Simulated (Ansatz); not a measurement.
Energy profile

The step: CH₅GaO ([CH3][O][GaH2]) + H₂ → CH₄O ([CH3][OH]) + GaH₃ (still joined by a long Ga–O bond); bonds formed: Ga1–H7, O2–H6; bonds broken: H6–H7; bonds weakened to dative contacts: Ga1–O2 (atoms numbered as in the saddle structure below).

```
10
angstrom
Ga -0.9144 1.2049 -0.0456
O 0.6851 0.1633 0.3861
C 0.6029 -1.2419 0.4367
H -2.1243 0.2748 -0.3665
H -0.8585 2.6268 0.5794
H 0.6531 0.6621 -0.8360
H 0.1996 1.1952 -1.5218
H 1.6090 -1.6614 0.5196
H 0.0217 -1.5625 1.3079
H 0.1258 -1.6612 -0.4598
```

Electronic energies by CCSD(T) at an estimated basis limit (MP2 extrapolated from triple and quadruple zeta, plus CCSD(T) − MP2 in triple zeta), on PBE0-D4/def2-TZVP structures; CH₇GaO, closed shell; no counterpoise correction. Program: Ansatz 0.2.0. Basis: def2-TZVPP and def2-QZVPP. Cores are frozen in the correlated methods. Filled d shells of the heavier atoms are correlated. The def2 sets are not built for correlating such inner shells, so the correlated values are less sure here. Extrapolation: Hartree–Fock as exp(−7.88 √X), correlation as X^−2.97.

Give the profile in kJ/mol, counted from the separated reactants. (An estimate is asked for; the value comes from the calculation.)

Computed:
| point | kJ/mol |
| --- | --- |
| separated: CH₅GaO (linked as [CH3][O][GaH2]; Ga1, O2, C3, H4, H5, H8, H9, H10; singlet) + H₂ (H6, H7; singlet) | 0.0 |
| start structure | -4.9 |
| saddle | 87.8 |
| end structure | -20.5 |
| separated: GaH₃ (Ga1, H4, H5, H7; singlet) + CH₄O (linked as [CH3][OH]; O2, C3, H6, H8, H9, H10; singlet) | 54.0 |

No T1 diagnostic of these runs exceeds 0.016.

For scale, one of the runs: CCSD(T)/def2-TZVPP, 208 basis functions, launched by `ansatz run in.yaml --threads 4 --pin off --events-out ev --progress --plain --max-ram 9574MiB`. Time: 65 s of wall clock on 4 CPU threads of an Arm Neoverse V2; the host was shared. Peak host memory: 2.8 GiB.
